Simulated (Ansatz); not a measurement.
Reaction (ligand exchange at a Ge–S bond): `[SH][Ge][SH]` + H–F → `[F][Ge][SH]` + H₂S

Gas-phase electronic energies from Ansatz, PBE0-D4/def2-TZVP geometries. CCSD(T)/CBS adds triple-zeta CCSD(T) − MP2 to the extrapolated MP2 energy (def2 sets, frozen cores). This one scheme is used for every species. For Ge outer-core shells are correlated without core-valence functions, which leaves a few kJ/mol of doubt a bond. Scalar relativity is left out up to krypton. Each species was taken in one conformer, which may not be the lowest.

`[SH][Ge][SH]`:

```xyz
5

S    -0.680    1.812    0.606
Ge   -1.242   -0.203   -0.197
S     0.831   -1.036   -0.303
H     0.654    1.655    0.679
H     0.437   -2.227   -0.785
```

H–F:

Cartesian coordinates in Å:
```
F -0.226 -0.367 -0.160
H 0.226 0.367 0.160
```

`[F][Ge][SH]`:

Cartesian coordinates in Å:
```
F 1.499 -0.664 -1.260
Ge 1.006 0.433 0.020
S -1.096 -0.318 0.131
H -1.409 0.549 1.110
```

H₂S:

Z-matrix (Å, degrees):
```
S
H 1 1.341
H 1 1.341 2 92.3
```

```json
{"species": "`[SH][Ge][SH]`", "MP2/CBS(def2) energy (Eh)": "-2872.84876"}
{"species": "H–F", "MP2/CBS(def2) energy (Eh)": "-100.38702"}
{"species": "`[F][Ge][SH]`", "MP2/CBS(def2) energy (Eh)": "-2574.29531"}
{"species": "H₂S", "MP2/CBS(def2) energy (Eh)": "-398.94045"}
```

Problem. Work out ΔE.

Solution. ΔE = (-2574.29531) + (-398.94045) − (-2872.84876) − (-100.38702) = 0.00002 Eh = +0.1 kJ/mol. CCSD(T)/CBS gives -6.8 kJ/mol.

Largest T1 diagnostic among the species: 0.015.

The D4 term adds +8.5 kJ/mol with B3LYP and +4.4 kJ/mol with PBE0; it sums over pairs of atoms, weighted by their polarisabilities, and B3LYP, whose exchange is more repulsive, gets the larger term. In def2-TZVPP, CCSD(T) changes the Hartree–Fock value by +18.0 kJ/mol (the triples alone add +3.6 kJ/mol) and MP2 by +24.8 kJ/mol. From PBE to PBE0 (25 % exact exchange), in def2-TZVPP and without D4, ΔE moves by +3.8 kJ/mol.

B3LYP here is the variant with VWN-RPA as its local correlation; programs differ in this.
